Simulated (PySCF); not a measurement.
## Worked example: dipole moment from atomic charges

GeH5N, SMILES [GeH3][NH2]. Atoms are numbered in the order given.

```xyz
7

Ge    -0.3610    -0.0023     0.0000
N      1.4793     0.1010     0.0000
H     -0.8477     0.7176     1.2663
H     -0.8477     0.7176    -1.2663
H     -0.9217    -1.4448     0.0000
H      1.9070    -0.3116     0.8181
H      1.9070    -0.3116    -0.8181
```

Geometry: PBE0-D3(BJ)/def2-TZVP.

Charges (e) from PySCF with ωB97X/def2-TZVPD:

```
atom     IAO  ESP fit
----  ------  -------
Ge1    0.664    0.456
N2    -0.829   -0.913
H3    -0.107   -0.063
H4    -0.107   -0.063
H5    -0.137   -0.118
H6     0.258    0.350
H7     0.258    0.350
```

The dipole moment of the full density is 1.12 D.

Q: What dipole moment does each set of point charges give, and which comes closer to that of the density?

A: 
μ = Σ q r, and 1 e Å = 4.8032 D.
IAO: Σ q r = (-0.174, -0.202, 0.000) e Å, |μ| = 1.28 D.
ESP fit: Σ q r = (0.035, -0.231, 0.000) e Å, |μ| = 1.12 D.
ESP fit comes closer in size. Point charges leave out the atoms' own dipoles (lone pairs, polarised bonds); fits to the potential absorb them, partitions of the density don't.
